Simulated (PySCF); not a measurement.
CH₅AlBO (calculated)

All values are calculated (PySCF 2.14.0). Calculation on a computer-drawn molecule: the log of a Hartree-Fock and frozen-core CCSD(T) single point meant for a local Hartree-Fock minimum, with one planted fault or none, to be diagnosed. Offsets are logged minus clean, where the clean run is the same molecule without the fault. The reference is restricted for singlets and unrestricted otherwise, and also for a bond in bohr or an excited solution. Adding or removing an electron swaps singlet and doublet. The excited solution moves the top pair (singlet) or top alpha electron (doublet) to the lowest empty orbital. Highest occupied and lowest empty are orbital energies over both spins, largest force is the largest gradient component, triples share is (T) over the correlation energy, the T1 limit is 0.02 restricted and 0.045 unrestricted, electrons count all cores, a negative frequency is imaginary (commonest isotopes), and the dipole is about the centre of nuclear charge.

```xyz
9
formula=CH5AlBO meant_charge=1 meant_multiplicity=1 meant_basis=cc-pV(D+d)Z logged_electrons=35 logged_basis_functions=90 logged_SCF_converged=yes logged_spin_squared=0.7624 logged_highest_occupied=-24.391 logged_lowest_empty=-14.505 logged_largest_force=0.063667 logged_T1_diagnostic=0.024126 logged_D1_diagnostic=0.097066 logged_triples_share=0.028234 logged_CC_converged=yes logged_dipole_magnitude=3.0852 logged_SCF_stable_within_its_kind=yes logged_energy_HF=-381.47922 logged_energy_CCSD(T)=-381.96342 possible_faults=no_fault,one_electron_removed,one_electron_added,multiplicity_raised_by_two,geometry_at_a_saddle_point,SCF_held_on_an_excited_solution,minimal_basis_STO-3G,one_bond_length_entered_in_bohr,all_coordinates_scaled
C     -0.8126    -0.6036    -1.7333
B      0.7312    -0.7222    -1.7712
Al     2.0245     1.0567    -1.5310
O      2.9729     2.3403    -1.3605
H     -1.0788    -0.8177    -0.6835
H     -1.2421     0.3648    -1.9844
H     -1.2832    -1.3890    -2.3292
H      1.3693    -1.7230    -1.8592
H      3.5357     3.0889    -1.2618
```

Units: logged_highest_occupied, logged_lowest_empty in eV; logged_largest_force in hartree/bohr; logged_dipole_magnitude in debye; logged_energy_HF, logged_energy_CCSD(T) in hartree.

Drawn bonds:
| atom | other atom | order |
| --- | --- | --- |
| 1 | 2 | 1 |
| 2 | 3 | 1 |
| 3 | 4 | 1 |
| 1 | 5 | 1 |
| 1 | 6 | 1 |
| 1 | 7 | 1 |
| 2 | 8 | 1 |
| 4 | 9 | 1 |

Question: CH₅AlBO: planted fault?
Answer: one electron removed

Further results for CH₅AlBO:

* HF energy offset from clean run: 353.8 kcal/mol
* CCSD(T) energy offset from clean run: 366.3 kcal/mol
